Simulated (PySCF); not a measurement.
TaOCl2, SMILES [O]=[Ta]([Cl])[Cl] (connectivity only; charge and spin as stated), neutral, multiplicity 2.

The structure is a stationary point at B3LYP-D3(BJ)/def2-SVP. The spin state was assumed, not searched. The isomer is the one that the SMILES or the coordinates give; other isomers of the formula were not compared. The def2 effective core potentials stand for the cores of Ta; spin–orbit coupling is left out.

Two levels are set side by side: PBE/def2-TZVPD (PySCF) and r2SCAN/def2-TZVPD (PySCF). Same geometry, gas phase. Differences are taken from unrounded values.

```json
[
 {"quantity": "α-spin orbital gap (eV)", "r2SCAN": "2.36", "PBE": "1.68", "PBE minus r2SCAN": "-0.69"},
 {"quantity": "β-spin orbital gap (eV)", "r2SCAN": "4.85", "PBE": "4.03", "PBE minus r2SCAN": "-0.83"},
 {"quantity": "dipole moment (D)", "r2SCAN": "1.66", "PBE": "1.59", "PBE minus r2SCAN": "-0.07"},
 {"quantity": "mean polarisability (bohr³)", "r2SCAN": "73.0", "PBE": "76.0", "PBE minus r2SCAN": "3.0"}
]
```

Rough cost on one machine, each run with all the roots and properties that it gave: r2SCAN against PBE within a factor of 2.
